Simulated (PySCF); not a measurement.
Selenium: a sound run and one with changed settings

Sound run: Se(2+) [Ar] 3d10 4s2 4p2, Se(3+) [Ar] 3d10 4s2 4p1. All numbers are calculated (PySCF 2.14, the spin-free X2C one-electron Hamiltonian (Gaussian nucleus), in cc-pVTZ-DK (6s5p3d1f, 43 functions)). In the sound run the correlated levels freeze [Ar] 3d10. The sound run starts from symmetry-adapted Hartree-Fock orbitals and uses a fine grid where one is needed.

Changed run: basis STO-3G, all-electron and non-relativistic. This setting is unsound on purpose.

```tsv
species	method	sound run (hartree)	changed run (hartree)	converged
Se(2+)	UHF	-2426.98658	-2372.53530	yes
Se(2+)	TPSS	-2428.60640	-2373.66807	yes
Se(2+)	r2SCAN	-2428.64419	-2373.80524	yes
Se(2+)	MP2	-2427.04287	-2372.54313	yes
Se(2+)	CCSD(T)	-2427.06017	-2372.54903	yes
Se(3+)	UHF	-2425.84733	-2371.38172	yes
Se(3+)	TPSS	-2427.44414	-2372.49021	yes
Se(3+)	r2SCAN	-2427.47456	-2372.62104	yes
Se(3+)	MP2	-2425.88935	-2371.39782	yes
Se(3+)	CCSD(T)	-2425.90456	-2371.40899	yes
```

Ionisation energy of Se(2+):

| method | sound run (eV) | changed run (eV) |
| --- | --- | --- |
| UHF | 31.001 | 31.390 |
| TPSS | 31.627 | 32.051 |
| r2SCAN | 31.827 | 32.224 |
| MP2 | 31.389 | 31.166 |
| SCS-MP2 | 31.313 | 31.121 |
| CCSD | 31.424 | 31.022 |
| CCSD(T) | 31.446 | 31.022 |

A minimal basis cannot let orbitals breathe on ionisation and holds almost no correlation. The Hamiltonian changed with the basis, so the totals do not compare.

For comparison, NIST gives 31.697 ± 0.019 eV between the lowest levels.
